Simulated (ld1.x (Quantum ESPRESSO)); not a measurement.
**Before and after: TM potential for calcium (Ca)**

ld1.x (Quantum ESPRESSO) 7.5 input, shortened:

```
&input
   title='Ca', zed=20., rel=1, dft='PZ', iswitch=3,
   config='[Ar] 3d0 4s2 4p0'
 /
 &inputp
   pseudotype=2, tm=.true., lloc=0,
   nlcc=.true., new_core_ps=.true., rcore=3.00
 /
3
4P  2  1   0.00   0.00  4.00  4.00  0.0
3D  3  2   0.00   0.00  2.95  2.95  0.0
4S  1  0   2.00   0.00  3.65  3.65  0.0
 &test
   configts(1)='3d0 4s2 4p0'
 /
```

All-electron outer shells of the reference configuration (LDA (PZ), scalar-relativistic, ld1.x):

| shell | level (eV) | outermost node (bohr) | outermost maximum (bohr) |
| --- | --- | --- | --- |
| 3s | -46.82 | 0.45 | 0.99 |
| 3p | -27.98 | 0.42 | 1.04 |
| 4s | -3.87 | 1.43 | 3.33 |
| 3d | -2.13 | – | 1.29 |
| 4p | -1.44 | 1.63 | 4.39 |

Change: wave 4s (bound): rc 3.65 bohr becomes 4s (bound): rc 2.38 bohr.

Cutoffs: the cutoffs (Ry, on a coarse ladder) from which the occupation-weighted sum of valence levels, in a spherical-Bessel basis at the reference potential, stays within 10 and 1 mRy of its value at 400 Ry; they do not see the model core or the augmentation charge, which bear on the density cutoff. Errors are all-electron minus pseudo energies relative to the spin-unpolarised reference configuration.

Task: What does the change do?

Result: The potential gets harder (6 Ry and 8 Ry → 10 Ry and 25 Ry); of the 9 tests that both files solve, the error grows in 4 and shrinks in 1 by more than 15 % and 0.3 meV (median size 5.5 → 5.1 meV); neither file shows a bound ghost. A smaller radius makes the pseudo-wave follow the all-electron one further in, where it bends more sharply, so more plane waves are needed.

```csv
quantity,base,changed
"cutoff, loose",6 Ry,10 Ry
"cutoff, tight",8 Ry,25 Ry
bound ghosts,none,none
"error for 3d0 4s1 4p0, meV [ΔE 6.46 eV]",-1.1,+1.0
"error for 3d0 4s1.5 4p0, meV [ΔE 2.57 eV]",+0.1,+0.6
"error for 3d0 4s1 4p1, meV [ΔE 2.49 eV]",-5.5,-5.1
"error for 3d0 4s0 4p2, meV [ΔE 5.12 eV]",-27,-28
"error for 3d1 4s1 4p0, meV [ΔE 2.24 eV]",+8.4,+23
"error for 3d1 4s0 4p0, meV [ΔE 7.80 eV]",+38,+65
"error for 3d0 4s0 4p1, meV [ΔE 9.58 eV]",-28,-30
"error for 3d0 4s1 4p0 (spin-polarised), meV [ΔE 6.25 eV]",-2.1,-0.1
"error for 3d0 4s1.5 4p0 (spin-polarised), meV [ΔE 2.53 eV]",+0.4,+0.9
s: phases at 4.36 bohr within 0.05 rad from the reference energy up to (Ry; the scan ends near 5),0.7,0.6
p: phases at 4.36 bohr within 0.05 rad from the reference energy up to (Ry; the scan ends near 5),1.3,1.8
d: phases at 4.36 bohr within 0.05 rad from the reference energy up to (Ry; the scan ends near 5),0.3,0.3
```

Base: The cutoffs count occupied waves only; the empty 3d level needs 21 Ry at the loose tolerance. Changed file: The cutoffs count occupied waves only; the empty 3d level needs 21 Ry at the loose tolerance.
